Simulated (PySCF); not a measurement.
# Dipole response of Ge⁺ (germanium, charge +1)

[Ar] 3d10 4s2 4p1, 2P determinant. Computed with PySCF 2.14 in aug-cc-pVQZ-PP with one added diffuse shell each of s, p, d, f, g type with ECP10MDF (8s7p6d4f3g, 114 functions), with a scalar-relativistic core potential. Coupled (time-dependent) response in atomic units; α is the mean over directions.

```tsv
method	mean α (bohr³)	α xx, yy, zz	C₆ (like pair)	S(−4)
UHF	19.83	18.82, 21.86, 18.82	116.4	144.4
PBE	19.15	17.59, 22.26, 17.59	109.7	144.4
PBE0	19.11	17.78, 21.76, 17.78	109.9	138.8
revPBE	19.35	17.81, 22.42, 17.81	111.5	146.7
```

S(−4) is the Cauchy moment in α(ω) = α(0) + S(−4) ω² + …

Spin-orbit coupling is absent.

α(iu) at PBE:

```json
{"u (hartree)": "0", "α(iu) (bohr³)": "19.15"}
{"u (hartree)": "0.0500", "α(iu) (bohr³)": "18.80"}
{"u (hartree)": "0.100", "α(iu) (bohr³)": "17.83"}
{"u (hartree)": "0.200", "α(iu) (bohr³)": "14.90"}
{"u (hartree)": "0.300", "α(iu) (bohr³)": "11.86"}
{"u (hartree)": "0.500", "α(iu) (bohr³)": "7.430"}
{"u (hartree)": "0.750", "α(iu) (bohr³)": "4.509"}
{"u (hartree)": "1.00", "α(iu) (bohr³)": "3.032"}
{"u (hartree)": "1.50", "α(iu) (bohr³)": "1.690"}
{"u (hartree)": "2.00", "α(iu) (bohr³)": "1.108"}
{"u (hartree)": "3.00", "α(iu) (bohr³)": "0.6037"}
{"u (hartree)": "5.00", "α(iu) (bohr³)": "0.2667"}
```

For an ion, C₆ is the dispersion term alone; charge-induced terms of lower order in 1/R come first.

The components differ because the open shell of this determinant is not spherical; for a pure term their mean is the scalar polarisability.

Energies and moments cover only the electrons outside the core potential.
